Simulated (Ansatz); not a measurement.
input.yaml

```yaml
crystal:
  periodic: [false, false, false]
  atoms:
    - { symbol: Ge, position_ang: [-0.866604, 0.140342, -0.012958] }
    - { symbol: H, position_ang: [-1.166221, -0.938011, 1.006796] }
    - { symbol: F, position_ang: [-0.305499, -0.337451, -1.580409] }
    - { symbol: F, position_ang: [-2.390255, 0.83499, -0.439471] }
    - { symbol: F, position_ang: [-0.025346, 1.561887, 0.509029] }
    - { symbol: H, position_ang: [1.62807, -0.822244, -0.507424] }
    - { symbol: O, position_ang: [1.352784, -0.641358, 0.40215] }
    - { symbol: H, position_ang: [1.772972, 0.201744, 0.622387] }
basis:
  gaussian: { orbitals: def2-SVP }
hamiltonian:
  xc: pbe0
  dispersion: d4
neb:
  order_check: false
  images: 7
  f_tol: 0.5
  max_iterations: 60
  final_atoms:
    - { symbol: Ge, position_ang: [-0.22145132, 0.78979914, -0.18308555] }
    - { symbol: H, position_ang: [-0.69807729, -2.41448633, 0.01475556] }
    - { symbol: F, position_ang: [-0.26931576, 0.20440958, -1.78554085] }
    - { symbol: F, position_ang: [-1.7019136, 0.37831938, 0.54814174] }
    - { symbol: F, position_ang: [-0.10663054, 2.49355334, -0.2872794] }
    - { symbol: H, position_ang: [0.00595963, -2.30363538, 0.28148633] }
    - { symbol: O, position_ang: [1.10007986, 0.15077676, 0.73600612] }
    - { symbol: H, position_ang: [1.89125003, 0.7011625, 0.67561605] }
  initial_path:
    images:
      - { positions_ang: [[-0.866604, 0.140342, -0.012958], [-1.166221, -0.938011, 1.006796], [-0.305499, -0.337451, -1.580409], [-2.390255, 0.83499, -0.439471], [-0.025346, 1.561887, 0.509029], [1.62807, -0.822244, -0.507424], [1.352784, -0.641358, 0.40215], [1.772972, 0.201744, 0.622387]] }
      - { positions_ang: [[-0.8114015, 0.20115169, -0.07026488], [-0.98073284, -1.03336927, 0.94604929], [-0.31272684, -0.18004355, -1.67033152], [-2.39208609, 0.7450216, -0.39481069], [-0.09996335, 1.66534211, 0.46722808], [1.36073664, -0.93816653, -0.18462194], [1.34318052, -0.57086776, 0.38423664], [1.89289447, 0.11083071, 0.52261503]] }
      - { positions_ang: [[-0.756199, 0.26196137, -0.12757177], [-0.79524469, -1.12872754, 0.88530259], [-0.31995469, -0.02263609, -1.76025404], [-2.39391717, 0.6550532, -0.35015039], [-0.17458071, 1.76879723, 0.42542716], [1.09340328, -1.05408907, 0.13818011], [1.33357704, -0.50037752, 0.36632328], [2.01281694, 0.01991743, 0.42284306]] }
      - { positions_ang: [[-0.7009965, 0.32277106, -0.18487865], [-0.60975653, -1.22408581, 0.82455588], [-0.32718253, 0.13477136, -1.85017657], [-2.39574826, 0.56508479, -0.30549008], [-0.24919806, 1.87225234, 0.38362624], [0.82606992, -1.1700116, 0.46098217], [1.32397356, -0.42988728, 0.34840992], [2.1327394, -0.07099586, 0.32307108]] }
      - { positions_ang: [[-0.645794, 0.38358075, -0.24218553], [-0.42426837, -1.31944408, 0.76380917], [-0.33441038, 0.29217881, -1.94009909], [-2.39757934, 0.47511639, -0.26082978], [-0.32381541, 1.97570745, 0.34182532], [0.55873656, -1.28593414, 0.78378423], [1.31437008, -0.35939704, 0.33049656], [2.25266187, -0.16190914, 0.22329911]] }
      - { positions_ang: [[-0.53970833, 0.48513535, -0.22741054], [-0.4927206, -1.59320465, 0.57654577], [-0.31813672, 0.2702365, -1.90145953], [-2.22366291, 0.45091714, -0.0585869], [-0.26951919, 2.10516893, 0.18454914], [0.42054232, -1.54035945, 0.65820975], [1.26079752, -0.23185359, 0.43187395], [2.16230891, 0.05385877, 0.33637835]] }
      - { positions_ang: [[-0.43362266, 0.58668994, -0.21263554], [-0.56117283, -1.86696521, 0.38928237], [-0.30186307, 0.2482942, -1.86281997], [-2.04974647, 0.42671789, 0.14365598], [-0.21522298, 2.2346304, 0.02727296], [0.28234809, -1.79478476, 0.53263528], [1.20722497, -0.10431014, 0.53325134], [2.07195595, 0.26962668, 0.44945758]] }
      - { positions_ang: [[-0.32753699, 0.68824454, -0.19786055], [-0.62962506, -2.14072577, 0.20201896], [-0.28558941, 0.22635189, -1.82418041], [-1.87583004, 0.40251863, 0.34589886], [-0.16092676, 2.36409187, -0.13000322], [0.14415386, -2.04921007, 0.40706081], [1.15365241, 0.02323331, 0.63462873], [1.98160299, 0.48539459, 0.56253681]] }
      - { positions_ang: [[-0.22145132, 0.78979914, -0.18308555], [-0.69807729, -2.41448633, 0.01475556], [-0.26931576, 0.20440958, -1.78554085], [-1.7019136, 0.37831938, 0.54814174], [-0.10663054, 2.49355334, -0.2872794], [0.00595963, -2.30363538, 0.28148633], [1.10007986, 0.15077676, 0.73600612], [1.89125003, 0.7011625, 0.67561605]] }
```

Launched with:

```bash
$ ansatz run input.yaml --threads 2 --pin off --max-ram 3072MiB --backend cpu --events-out ev --progress --plain --runs-dir out
```

Hardware: 2 threads of Arm Neoverse V2, on a shared host.

Q: Roughly how long does this run take, and how much memory?

A: 3.4 min, with a peak of 0.24 GiB, for 13 band iterations.
